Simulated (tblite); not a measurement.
Species: C3H10O2SeSi2.
Numbering: `[CH2:1]=[CH:2][C@@H:3]([O:4][SiH3:5])[O:6][SiH2:7][SeH:8]` (hydrogens: H9, H10 on C1; H11 on C2; H12 on C3; H13, H14, H15 on Si5; H16, H17 on Si7; H18 on Se8)

Computed with GFN2-xTB (tblite), gas phase: L-BFGS steps from a force-field or distance-geometry start until the largest atomic force falls under 0.01 eV/Å.

Step 93: E = -718.3607 eV
```
atom  x, y, z in Å  |  force x, y, z in eV/Å
C1     -0.9186    2.8271    0.2582   -0.008   0.002   0.020
C2      0.0515    1.9437    0.3801    0.003   0.012   0.011
C3     -0.1369    0.4595    0.2241    0.019  -0.012  -0.013
O4     -1.4527    0.1153    0.0824    0.002   0.021  -0.019
Si5    -2.1021   -1.3770    0.1490    0.005  -0.063   0.045
O6      0.5870    0.0514   -0.8947    0.018  -0.004  -0.014
Si7     1.7847   -1.0084   -1.0514    0.004  -0.036  -0.038
Se8     2.5436   -1.5265    1.0409   -0.032   0.011   0.009
H9     -0.7366    3.8831    0.3565   -0.002   0.006   0.009
H10    -1.9308    2.5152    0.0655    0.007  -0.007  -0.009
H11     1.0789    2.2232    0.5715   -0.041   0.009  -0.026
H12     0.2876   -0.0461    1.1187   -0.017   0.019   0.041
H13    -1.8483   -1.9415    1.4790   -0.017  -0.015  -0.018
H14    -1.5289   -2.2849   -0.8503   -0.025   0.041  -0.004
H15    -3.4883   -1.0207   -0.1042    0.036   0.010   0.006
H16     1.3113   -2.2396   -1.6787    0.004   0.051   0.019
H17     2.8175   -0.2756   -1.7655    0.027  -0.028  -0.025
H18     3.6723   -2.2921    0.6073    0.017  -0.017   0.006
```

Step 94: E = -718.3619 eV
```
atom  x, y, z in Å  |  force x, y, z in eV/Å
C1     -0.9216    2.8278    0.2632   -0.025   0.024   0.008
C2      0.0532    1.9488    0.3720    0.018  -0.007   0.047
C3     -0.1350    0.4637    0.2230    0.029  -0.005  -0.003
O4     -1.4513    0.1174    0.0902    0.018   0.019  -0.019
Si5    -2.0918   -1.3798    0.1460    0.009  -0.038   0.054
O6      0.5851    0.0508   -0.8959    0.006   0.007  -0.023
Si7     1.7803   -1.0119   -1.0490    0.006  -0.018  -0.042
Se8     2.5343   -1.5191    1.0451   -0.024   0.006   0.025
H9     -0.7425    3.8842    0.3603   -0.006   0.013   0.007
H10    -1.9345    2.5116    0.0802    0.011  -0.003  -0.008
H11     1.0815    2.2318    0.5573   -0.060  -0.001  -0.041
H12     0.2939   -0.0364    1.1190   -0.022   0.021   0.038
H13    -1.8357   -1.9530    1.4729   -0.018  -0.012  -0.036
H14    -1.5110   -2.2699   -0.8634   -0.025   0.019  -0.006
H15    -3.4786   -1.0264   -0.1065    0.027   0.005   0.010
H16     1.3019   -2.2423   -1.6693   -0.004   0.014   0.003
H17     2.8123   -0.2878   -1.7725    0.033  -0.021  -0.021
H18     3.6507   -2.3035    0.6154    0.028  -0.023   0.007
```

Step 95: E = -718.3628 eV
```
atom  x, y, z in Å  |  force x, y, z in eV/Å
C1     -0.9244    2.8281    0.2669   -0.025   0.034   0.005
C2      0.0544    1.9526    0.3671    0.012  -0.015   0.053
C3     -0.1322    0.4667    0.2226    0.027   0.005   0.005
O4     -1.4493    0.1191    0.0972    0.036   0.003  -0.014
Si5    -2.0846   -1.3812    0.1458    0.008  -0.002   0.041
O6      0.5848    0.0502   -0.8970   -0.003   0.018  -0.025
Si7     1.7777   -1.0149   -1.0500    0.004   0.009  -0.026
Se8     2.5249   -1.5156    1.0465   -0.029   0.011   0.045
H9     -0.7491    3.8853    0.3630   -0.005   0.010   0.006
H10    -1.9367    2.5071    0.0910    0.000  -0.001  -0.009
H11     1.0825    2.2389    0.5461   -0.048  -0.002  -0.043
H12     0.3008   -0.0285    1.1201   -0.028   0.019   0.026
H13    -1.8302   -1.9630    1.4686   -0.012  -0.013  -0.032
H14    -1.4986   -2.2551   -0.8731   -0.021  -0.007  -0.011
H15    -3.4719   -1.0313   -0.1078    0.020   0.006   0.013
H16     1.2931   -2.2434   -1.6642   -0.013  -0.024  -0.018
H17     2.8136   -0.3008   -1.7778    0.029  -0.014  -0.018
H18     3.6363   -2.3081    0.6232    0.050  -0.038   0.001
```

**Question.** Estimate the geometry and energy of step 96. (The exact step hangs on the optimiser's Hessian estimate; all steps are aligned on step 95, rigid shifts and turns removed.)

**Answer.** E = -718.3635 eV, largest force 0.057 eV/Å
```
atom  x, y, z in Å  |  force x, y, z in eV/Å
C1     -0.9280    2.8285    0.2693   -0.035   0.028   0.004
C2      0.0549    1.9570    0.3639    0.009  -0.018   0.044
C3     -0.1295    0.4699    0.2266    0.024   0.016   0.007
O4     -1.4472    0.1215    0.1070    0.038  -0.023  -0.007
Si5    -2.0786   -1.3817    0.1442    0.022   0.026   0.015
O6      0.5845    0.0494   -0.8937   -0.010   0.032  -0.021
Si7     1.7763   -1.0165   -1.0494    0.002   0.015  -0.007
Se8     2.5247   -1.5098    1.0484    0.021  -0.024   0.028
H9     -0.7561    3.8869    0.3595   -0.008   0.006   0.005
H10    -1.9406    2.5012    0.1044    0.012   0.012  -0.006
H11     1.0836    2.2471    0.5306   -0.042  -0.002  -0.038
H12     0.3059   -0.0200    1.1261   -0.026   0.016   0.011
H13    -1.8295   -1.9754    1.4614   -0.003  -0.016  -0.019
H14    -1.4871   -2.2400   -0.8840   -0.019  -0.021  -0.009
H15    -3.4650   -1.0342   -0.1132   -0.001   0.012   0.015
H16     1.2845   -2.2460   -1.6537   -0.012  -0.039  -0.031
H17     2.8127   -0.3098   -1.7844    0.018  -0.013  -0.012
H18     3.6259   -2.3221    0.6251    0.010  -0.006   0.020
```

The energy changes by -0.0006 eV. The first-order estimate −F·Δx gives -0.0011 eV and the mean of the old and new forces, exact on a quadratic surface, -0.0006 eV. The step makes an angle of 83° with the force vector and moves no atom by more than 0.022 Å.

What follows is the cost of the whole relaxation. Hardware: one thread of an Arm Neoverse N1, shared host. Cost: 2.6 s.
